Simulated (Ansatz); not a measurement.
Born–Oppenheimer molecular dynamics of BFH₂O₂ (6 atoms, charge 0, multiplicity 1). It goes on from the last frame of an earlier run, with new velocities.

Computed with RKS PBE0-D4/def2-SVP in Ansatz 0.2.0.

```yaml
ensemble: NVT, Nosé–Hoover chain
time_step: 0.5 fs
steps_asked: 250
set_temperature: 300 K
thermostat: time constant 300 fs, chain length 3
seed: 46425
```

First frame:

```xyz
6
Properties=species:S:1:pos:R:3
B -0.001 -0.280 0.093
F -0.193 0.205 1.359
O 1.309 -0.258 -0.389
H 1.043 -0.542 -1.304
O -0.897 -0.526 -0.855
H -1.796 -0.348 -0.398
```

(1) How far do the bonds stretch over the last three quarters of this one trajectory? (Pairs bonded in most of those frames.)

Results:

(1) 
```
 bond  mean (Å)  spread (Å)  shortest  longest
B1–F2     1.336       0.033      1.27     1.39
B1–O3     1.354       0.036      1.28     1.41
B1–O5     1.368       0.042      1.30     1.45
O3–H4     0.964       0.021      0.93     1.00
O5–H6     0.969       0.038      0.91     1.03
```

Mean temperature of the second half: 649 K. The conserved energy stayed within 0.6 meV per atom of its start (net change -0.6 meV per atom), so the integration is sound. The mean temperature of the second half is 116 % above the set value. A run of 0.12 ps of so small a system gives no equilibrium averages.

Time of the run: 5.1 min on 1 thread of Arm Neoverse V2 (shared host), peak memory 0.11 GiB.
